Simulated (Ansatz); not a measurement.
Pulling on the Se2–H6 bond in H4SeSi (SMILES [SiH3][SeH]) (multiplicity 1 held, fragments rigid). Energies count from the point at 1.472 Å.
Geometry at that point (charge 0, multiplicity 1):
| atom | x (Å) | y (Å) | z (Å) |
|---|---|---|---|
| Si | -1.4109 | -0.5597 | 0.0508 |
| Se | 0.7062 | 0.3230 | -0.0277 |
| H | -1.6337 | -1.3177 | 1.3013 |
| H | -2.3080 | 0.6138 | 0.0017 |
| H | -1.6695 | -1.4457 | -1.1051 |
| H | 1.3547 | -0.9972 | 0.0329 |

Restricted levels (R-, RO-) in cc, def2 and unpolarised 6-31G sets keep to the state of the molecule at rest. U- levels take the lowest unrestricted solution at each point, which mixes spins at long bonds. Active spaces are followed from a long bond inwards. Levels need not reach the same state.

Cores are frozen in the correlated methods. Filled d and f shells under p-block atoms count as core.

The values were computed with Ansatz (a first-principles code). Values without a source in brackets are computed.

```csv
level,energy at R = 4.711 Å (kcal/mol)
R-PBE/def2-TZVPP,113.30
R-r2SCAN/def2-TZVPP,122.46
R-B3LYP/def2-TZVPP,124.21
R-wB97X-V/def2-TZVPP,___
U-MP2/def2-TZVPP,81.50
U-CCSD(T)/def2-TZVPP,82.49
"FIC-NEVPT4(SD) on CASSCF(4,3)/def2-TZVPP",81.65
"FIC-MRCISD on CASSCF(4,3)/def2-TZVPP",80.85
"FIC-MRCISD+Q on CASSCF(4,3)/def2-TZVPP",82.12
```

Question: Complete the blanks.

Answer: 
- R-wB97X-V/def2-TZVPP, energy at R = 4.711 Å (kcal/mol): 158.12

Doubts at one or more of the structures used: a restricted determinant that unrestricted orbitals would lower (R-PBE/def2-TZVPP, R-r2SCAN/def2-TZVPP, R-B3LYP/def2-TZVPP, R-wB97X-V/def2-TZVPP); a spin-contaminated determinant (U-MP2/def2-TZVPP, U-CCSD(T)/def2-TZVPP); active orbitals that take no part (FIC-NEVPT4(SD) on CASSCF(4,3)/def2-TZVPP, FIC-MRCISD on CASSCF(4,3)/def2-TZVPP, FIC-MRCISD+Q on CASSCF(4,3)/def2-TZVPP).
